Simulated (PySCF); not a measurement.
## Working out the ionisation energy of Mn

Mn [Ar] 3d5 4s2 (6S) → Mn⁺ [Ar] 3d5 4s1 (7S). All numbers are calculated (PySCF 2.14, the non-relativistic Hamiltonian (point nucleus), in aug-cc-pVDZ (7s6p4d2f, 59 functions)). Frozen: [Ar]. Energies in hartree (1 hartree = 27.21139 eV):

```tsv
part	Mn (lower)	Mn⁺ (upper)
UHF	-1149.867706	-1149.647939
CCSD correlation	-0.117820	-0.074910
(T)	-0.003221	-0.000864
```

**Question.** What does Hartree-Fock give?

**Answer.** (-1149.647939) − (-1149.867706) = 0.219767 hartree = 5.980 eV.

**Question.** What do CCSD and CCSD(T) give?

**Answer.** The CCSD correlation energies differ by 0.042910 hartree = 1.168 eV and the triples by 0.002357 hartree = 0.064 eV, so CCSD gives 7.148 eV and CCSD(T) 7.212 eV.

Measured between the centres of the two terms (NIST): 7.434 eV, so CCSD(T) (valence) is off by -0.222 eV.

The calculation is non-relativistic.

A double-zeta basis recovers only part of the correlation energy.

What remains against the reference includes basis incompleteness, the frozen core and higher excitations.
